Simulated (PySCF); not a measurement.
**As²⁺ (arsenic, charge +2) across methods**

[Ar] 3d10 4s2 4p1, 2P determinant. Calculation: PySCF 2.14, in aug-cc-pVTZ-PP with ECP10MDF (6s5p4d2f, 55 functions); scalar relativity through the core potential.

| method | E (hartree) | mean ε 4s α (eV) | mean ε 4s β (eV) | mean ε 4p α (eV) | Σ⟨r²⟩ (bohr²) | ⟨S²⟩ |
| --- | --- | --- | --- | --- | --- | --- |
| B3LYP | -331.4311 | -35.073 | -33.939 | -24.153 | 21.87 | 0.752 |
| PBE0 | -331.3405 | -35.258 | -33.890 | -24.456 | 21.87 | 0.753 |
| UHF | -330.20346 | -38.964 | -36.208 | -27.809 | 22.09 | 0.759 |
| HSE06 | -331.3349 | -34.886 | -33.615 | -24.028 | 21.86 | 0.752 |
| BLYP | -331.3575 | -33.680 | -32.850 | -22.934 | 21.88 | 0.751 |
| r2SCAN | -331.2451 | -34.236 | -33.076 | -23.618 | 21.78 | 0.754 |
| PBE | -331.3755 | -33.725 | -32.745 | -23.111 | 21.87 | 0.752 |
| LDA | -330.8553 | -34.084 | -33.209 | -23.125 | 21.82 | 0.751 |

**Question.** Estimate the same row for M06.

**Answer.** E (hartree) = -331.4762; mean ε 4s α (eV) = -35.479; mean ε 4s β (eV) = -34.711; mean ε 4p α (eV) = -24.181; Σ⟨r²⟩ (bohr²) = 21.74; ⟨S²⟩ = 0.751.

Energies and moments cover only the electrons outside the core potential.
